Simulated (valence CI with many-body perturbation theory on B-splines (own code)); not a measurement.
E1 line list for Os XLIV

Method: configuration interaction combined with many-body perturbation theory (CI+MBPT): five valence electrons over a frozen Dirac-Fock core [Ar] 3d10, a basis of 9 s, 9 p, 8 d, 6 f, 3 g, 1 h functions for each j, with the one-electron correlation potential Σ1, the two-electron term Σ2, the three-electron term Σ3, Breit, model QED; selected CI, second order for the rest (own B-spline code, finite nucleus).

No measured spectrum was set against this ion. As an estimate, large intervals hold to a few tenths of a per cent, small ones and those within an open d or f shell to about a per cent. Among the levels kept, up to 270 cm⁻¹ of a level comes from second order outside the variational space, and about a tenth of that is noise between levels of different J, which matters for small intervals.

Lines 51 to 100 of 212 in falling wavelength, among levels below 415.24 eV, chosen from the strongest by gf and those to the six lowest levels. Wavelengths and rates use the calculated energies. Electric multipoles are in the length gauge, E1 and E2 with the static RPA response of the core. Weak lines are less certain than strong ones. Lines between different terms over intervals too small for the method are left out, as are lines whose strength nearly cancels. The highest levels of a list are the least certain.

Levels are named by their leading jj configuration (3d3/2^4 stands for four electrons in 3d with j = 3/2), which in mixed levels can hold well under half, so a name can repeat and another be missing. Letters in brackets count levels of one name in rising energy.

```tsv
λ vac (Å)	Upper	Lower	A (s⁻¹)	log gf	Branch %
119.6	(4s^2 4p1/2^2 4f5/2) J=5/2	(4s^2 4p1/2 4p3/2 4d3/2) J=3/2 [a]	1.97e+09	-1.60	3.8
119.4	(4s 4p1/2^2 4p3/2 4d5/2) J=1/2	(4s^2 4p1/2 4p3/2 4d5/2) J=1/2	2.79e+09	-1.92	0.7
119.2	(4s^2 4p1/2^2 4f5/2) J=5/2	(4s^2 4p1/2 4p3/2 4d3/2) J=5/2 [a]	4.05e+09	-1.29	7.9
119.1	(4s 4p1/2^2 4p3/2 4d5/2) J=7/2 [b]	(4s^2 4p1/2 4p3/2 4d5/2) J=5/2 [b]	7.86e+09	-0.87	1.1
118.9	(4s 4p1/2^2 4p3/2 4d5/2) J=7/2 [b]	(4s^2 4p1/2 4p3/2 4d5/2) J=7/2 [b]	5.36e+09	-1.04	0.7
118.1	(4s 4p1/2^2 4p3/2 4d5/2) J=1/2	(4s^2 4p1/2 4p3/2 4d5/2) J=3/2 [b]	2.28e+10	-1.02	6.0
118.1	(4s 4p1/2^2 4p3/2 4d3/2) J=5/2 [b]	(4s^2 4p1/2 4p3/2 4d3/2) J=3/2 [b]	1.33e+09	-1.78	0.1
117.5	(4s 4p1/2^2 4p3/2^2) J=5/2	(4s^2 4p1/2 4p3/2^2) J=3/2	1.34e+10	-0.78	4.8
116.9	(4s 4p1/2^2 4p3/2^2) J=1/2	(4s^2 4p1/2 4p3/2^2) J=1/2	3.00e+10	-0.91	9.3
116.5	(4s 4p1/2^2 4p3/2 4d3/2) J=5/2 [b]	(4s^2 4p1/2 4p3/2 4d3/2) J=5/2 [b]	6.16e+09	-1.12	0.7
116.2	(4s 4p1/2^2 4p3/2 4d5/2) J=5/2	(4s^2 4p1/2 4p3/2 4d5/2) J=3/2 [a]	1.52e+10	-0.73	5.0
115.6	(4s 4p1/2 4p3/2^3) J=5/2	(4s^2 4p3/2^3) J=3/2	1.59e+10	-0.72	2.4
114.7	(4s 4p1/2^2 4p3/2 4d5/2) J=3/2	(4s^2 4p1/2 4p3/2 4d5/2) J=5/2 [a]	2.36e+10	-0.73	11.1
114.7	(4s 4p1/2^2 4p3/2^2) J=3/2	(4s^2 4p1/2 4p3/2^2) J=1/2	8.55e+04	-6.17	0.0
112.2	(4s 4p1/2^2 4p3/2 4d5/2) J=7/2 [a]	(4s^2 4p1/2 4p3/2 4d5/2) J=9/2	1.26e+10	-0.72	4.2
112.0	(4s^2 4p1/2^2 4f7/2) J=7/2	(4s^2 4p1/2 4p3/2 4d3/2) J=7/2	1.95e+09	-1.53	1.3
111.4	(4s 4p1/2^2 4p3/2 4d5/2) J=3/2	(4s^2 4p1/2 4p3/2 4d5/2) J=3/2 [a]	7.50e+09	-1.25	3.5
108.6	(4s 4p1/2^2 4p3/2 4d3/2) J=3/2 [b]	(4s^2 4p1/2 4p3/2 4d3/2) J=1/2 [a]	4.18e+09	-1.53	1.3
108.3	(4s 4p1/2^2 4p3/2 4d3/2) J=3/2 [b]	(4s^2 4p1/2 4p3/2 4d3/2) J=3/2 [a]	2.09e+09	-1.83	0.7
108.0	(4s 4p1/2^2 4p3/2 4d3/2) J=3/2 [b]	(4s^2 4p1/2 4p3/2 4d3/2) J=5/2 [a]	1.78e+10	-0.90	5.6
107.6	(4s 4p1/2^2 4p3/2^2) J=3/2	(4s^2 4p1/2 4p3/2^2) J=5/2	3.56e+10	-0.61	5.7
106.5	(4s^2 4p1/2^2 4f7/2) J=7/2	(4s^2 4p1/2 4p3/2 4d3/2) J=5/2 [a]	4.58e+08	-2.21	0.3
106.1	(4s 4p1/2^2 4p3/2 4d5/2) J=7/2 [a]	(4s^2 4p1/2 4p3/2 4d5/2) J=7/2 [a]	6.41e+09	-1.06	2.2
105.3	(4s 4p1/2 4p3/2^3) J=1/2	(4s^2 4p3/2^3) J=3/2	2.55e+10	-1.07	2.0
105.0	(4s 4p1/2^2 4p3/2 4d5/2) J=7/2 [b]	(4s^2 4p1/2 4p3/2 4d5/2) J=9/2	2.13e+10	-0.55	2.9
104.9	(4s 4p1/2 4p3/2^3) J=3/2 [b]	(4s^2 4p3/2^3) J=3/2	2.27e+10	-0.83	1.9
104.3	(4s 4p1/2^2 4p3/2^2) J=1/2	(4s^2 4p1/2 4p3/2^2) J=3/2	2.49e+07	-4.09	0.0
102.5	(4s 4p1/2^2 4p3/2^2) J=3/2	(4s^2 4p1/2 4p3/2^2) J=3/2	1.24e+10	-1.11	2.0
102.1	(4s 4p1/2^2 4p3/2 4d3/2) J=5/2 [b]	(4s^2 4p1/2 4p3/2 4d3/2) J=7/2	3.09e+10	-0.54	3.3
101.1	(4s 4p1/2^2 4p3/2 4d3/2) J=1/2 [b]	(4s^2 4p1/2 4p3/2 4d3/2) J=1/2 [a]	5.20e+09	-1.80	0.9
100.9	(4s 4p1/2^2 4p3/2 4d3/2) J=1/2 [b]	(4s^2 4p1/2 4p3/2 4d3/2) J=3/2 [a]	2.55e+10	-1.11	4.3
99.66	(4s 4p1/2^2 4p3/2 4d5/2) J=7/2 [b]	(4s^2 4p1/2 4p3/2 4d5/2) J=7/2 [a]	9.42e+09	-0.95	1.3
97.79	(4s 4p1/2^2 4p3/2 4d3/2) J=5/2 [b]	(4s^2 4p1/2 4p3/2 4d3/2) J=3/2 [a]	2.77e+09	-1.62	0.3
92.26	(4s 4p1/2^2 4p3/2 4d5/2) J=7/2 [a]	(4s^2 4p1/2 4p3/2 4d3/2) J=7/2	1.21e+09	-1.91	0.4
90.20	(4s 4p1/2^2 4p3/2 4d5/2) J=3/2	(4s^2 4p1/2 4p3/2 4d3/2) J=5/2 [a]	2.10e+09	-1.99	1.0
88.74	(4s 4p1/2^2 4p3/2 4d3/2) J=5/2 [a]	(4s 4p1/2^2 4p3/2^2) J=3/2	5.28e+09	-1.43	14.2
87.67	(4s 4p1/2^2 4p3/2 4d3/2) J=3/2 [a]	(4s 4p1/2^2 4p3/2^2) J=3/2	4.62e+09	-1.67	6.7
87.62	(4s 4p1/2^2 4p3/2 4d3/2) J=1/2 [a]	(4s 4p1/2^2 4p3/2^2) J=3/2	8.59e+09	-1.70	24.3
86.43	(4s 4p1/2^2 4p3/2 4d3/2) J=3/2 [a]	(4s 4p1/2^2 4p3/2^2) J=1/2	5.16e+09	-1.64	7.5
86.37	(4s 4p1/2^2 4p3/2 4d3/2) J=1/2 [a]	(4s 4p1/2^2 4p3/2^2) J=1/2	4.35e+09	-2.01	12.3
83.76	(4s^2 4p1/2 4p3/2 4d3/2) J=3/2 [a]	(4s^2 4p1/2 4p3/2^2) J=1/2	2.64e+09	-1.95	3.6
83.61	(4s^2 4p1/2 4p3/2 4d3/2) J=1/2 [a]	(4s^2 4p1/2 4p3/2^2) J=1/2	2.22e+09	-2.33	19.2
80.34	(4s 4p1/2^2 4p3/2 4d3/2) J=3/2 [b]	(4s 4p1/2^2 4p3/2^2) J=3/2	1.06e+10	-1.39	3.3
80.11	(4s^2 4p1/2 4p3/2 4d3/2) J=5/2 [a]	(4s^2 4p1/2 4p3/2^2) J=5/2	8.10e+09	-1.33	74.5
79.91	(4s^2 4p1/2 4p3/2 4d3/2) J=3/2 [a]	(4s^2 4p1/2 4p3/2^2) J=5/2	8.47e+09	-1.49	11.5
79.91	(4s 4p1/2^2 4p3/2 4d3/2) J=5/2 [a]	(4s 4p1/2^2 4p3/2^2) J=5/2	1.04e+10	-1.22	28.1
79.29	(4s 4p1/2^2 4p3/2 4d3/2) J=3/2 [b]	(4s 4p1/2^2 4p3/2^2) J=1/2	2.19e+09	-2.08	0.7
79.04	(4s 4p1/2^2 4p3/2 4d3/2) J=3/2 [a]	(4s 4p1/2^2 4p3/2^2) J=5/2	2.34e+10	-1.06	33.9
78.22	(4s 4p1/2^2 4p3/2 4d3/2) J=7/2	(4s 4p1/2^2 4p3/2^2) J=5/2	1.12e+09	-2.08	5.4
77.98	(4s^2 4p1/2^2 4f5/2) J=5/2	(4s 4p1/2^2 4p3/2^2) J=5/2	5.74e+09	-1.50	11.2
```

(1) How does gf follow from A for the line at 115.6 Å?

Answers

(1) gf = 1.4992 × (2J+1)_upper × A / σ², with σ = 864769 cm⁻¹ and 2J+1 = 6: gf = 0.191.
